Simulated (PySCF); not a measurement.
**Magnetic susceptibility: SMILES [n+]1(CC)csc(C#N)c1, [C$_{6}$H$_{7}$N$_{2}$S]+, charge +1**

Molfile (atoms numbered from 1):
```
C6H7N2S
     RDKit          3D

 16 16  0  0  0  0  0  0  0  0999 V2000
   -2.1469   -0.3306    0.6029 C   0  0  0  0  0  0  0  0  0  0  0  0
   -1.3960    0.0339   -0.6740 C   0  0  0  0  0  0  0  0  0  0  0  0
   -0.0083    0.3464   -0.3755 N   0  0  0  0  0  0  0  0  0  0  0  0
    0.4371    1.5702   -0.1406 C   0  0  0  0  0  0  0  0  0  0  0  0
    2.0740    1.6395    0.2615 S   0  0  0  0  0  0  0  0  0  0  0  0
    2.1649   -0.0887    0.1085 C   0  0  0  0  0  0  0  0  0  0  0  0
    3.3588   -0.8045    0.3259 C   0  0  0  0  0  0  0  0  0  0  0  0
    4.3266   -1.3848    0.5059 N   0  0  0  0  0  0  0  0  0  0  0  0
    0.9484   -0.6040   -0.2379 C   0  0  0  0  0  0  0  0  0  0  0  0
   -3.1760   -0.5690    0.3518 H   0  0  0  0  0  0  0  0  0  0  0  0
   -2.1506    0.5006    1.3033 H   0  0  0  0  0  0  0  0  0  0  0  0
   -1.7043   -1.1977    1.0864 H   0  0  0  0  0  0  0  0  0  0  0  0
   -1.4154   -0.8019   -1.3757 H   0  0  0  0  0  0  0  0  0  0  0  0
   -1.8543    0.9038   -1.1470 H   0  0  0  0  0  0  0  0  0  0  0  0
   -0.1929    2.4400   -0.2053 H   0  0  0  0  0  0  0  0  0  0  0  0
    0.7275   -1.6444   -0.4016 H   0  0  0  0  0  0  0  0  0  0  0  0
  1  2  1  0
  2  3  1  0
  3  4  2  0
  4  5  1  0
  5  6  1  0
  6  7  1  0
  7  8  3  0
  6  9  2  0
  9  3  1  0
  1 10  1  0
  1 11  1  0
  1 12  1  0
  2 13  1  0
  2 14  1  0
  4 15  1  0
  9 16  1  0
M  CHG  1   3   1
M  END
```

Level of theory: PySCF 2.14.0, GIAO CAM-B3LYP/pcSseg-1 magnetisability, rotational g tensor and spin-rotation constants, non-relativistic, gas phase. Geometry: GFN2-xTB.

For an ion the centre-of-mass motion in the field is neglected.

Problem. What are the magnetisability and the molar susceptibility?

Solution. Isotropic -1377 × 10⁻³⁰ J/T², or -82.9 × 10⁻⁶ cm³/mol; principal values -1792, -1245, -1094 × 10⁻³⁰ J/T², anisotropy 637 × 10⁻³⁰ J/T² (root of half the summed squared differences of the principal values). The susceptibility is in cgs units.

Problem. Split it along the inertial axes a, b, c into diamagnetic and paramagnetic parts about the centre of mass, with the quadrupole moment.

Solution. 
```csv
axis,χ (10⁻⁶ cm³/mol),diamagnetic (10⁻⁶ cm³/mol),paramagnetic (10⁻⁶ cm³/mol),summed x² of all electrons (Å²),quadrupole Θ (D Å)
a,-75.6,-515.9,440.3,304.3,+5.04
b,-67.4,-1402.4,1334.9,95.4,+5.69
c,-105.8,-1695.6,1589.8,26.3,-10.72
```
Anisotropies 2χaa − χbb − χcc = +21.9 and 2χbb − χaa − χcc = +46.5 × 10⁻⁶ cm³/mol. Θ is traceless in Buckingham's convention.

Problem. And the rotational g tensor?

Solution. 
```tsv
axis	rotational constant (GHz)	g	nuclear part	electronic part
a	2.8261	-0.0214	0.5632	-0.5846
b	0.9047	-0.0105	0.5569	-0.5674
c	0.7284	+0.0080	0.5520	-0.5440
```
Asymmetric top; isotopes 12C, 1H, 14N, 32S; no vibrational averaging.
